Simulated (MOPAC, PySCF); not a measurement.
CH4BN, SMILES `C=BN`, neutral singlet in the gas phase. 

Cartesian coordinates (Å):
```xyz
7

C     -1.3654    -0.0522    -0.2810
B      0.0176     0.0006    -0.1993
N      1.3786     0.0525    -0.1192
H     -1.8956    -0.9702    -0.5066
H     -1.9868     0.8218    -0.1239
H      1.8842    -0.1045     0.7370
H      1.9673     0.2520    -0.9111
```
Charge 0, multiplicity 1.

All levels are single points at this geometry (PBE0-D3(BJ)/def2-TZVP); Pople sets use spherical d functions. Orbital energies aren't observables, and empty levels follow the basis.

| level | HOMO (eV) | LUMO (eV) | gap (eV) | dipole (D) | vertical IE, Delta-SCF (eV) |
|---|---|---|---|---|---|
| ωB97X-D3(BJ)/def2-TZVP in PySCF | -8.37 | 2.15 | 10.52 | 3.02 | 8.39 |
| B3LYP/6-311+G** in PySCF | -5.79 | -0.58 | 5.21 | 2.94 | – |
| B3LYP/6-31G* in PySCF | -5.23 | 1.23 | 6.45 | 2.85 | 8.05 |
| BP86/6-31G* in PySCF | -4.42 | 0.31 | 4.73 | 2.84 | – |
| M06-2X/6-31G* in PySCF | -6.68 | 2.39 | 9.07 | 2.88 | – |
| SVWN5/6-31G* in PySCF | -4.42 | 0.22 | 4.64 | 2.86 | 8.33 |
| HF/3-21G in PySCF | -8.06 | 5.43 | 13.49 | 3.10 | – |
| HF/6-31G* in PySCF | -8.05 | 5.38 | 13.43 | 3.00 | 6.72 |
| HF/STO-3G in PySCF | -6.17 | 9.48 | 15.65 | 2.62 | – |
| AM1 in MOPAC | -8.15 | 2.14 | 10.28 | 3.13 | – |
| PM3 in MOPAC | -9.26 | 1.93 | 11.18 | 2.52 | – |
| PM6 in MOPAC | -8.20 | 1.61 | 9.81 | 3.41 | – |
| PM7 in MOPAC | -9.00 | 0.32 | 9.31 | 1.63 | – |
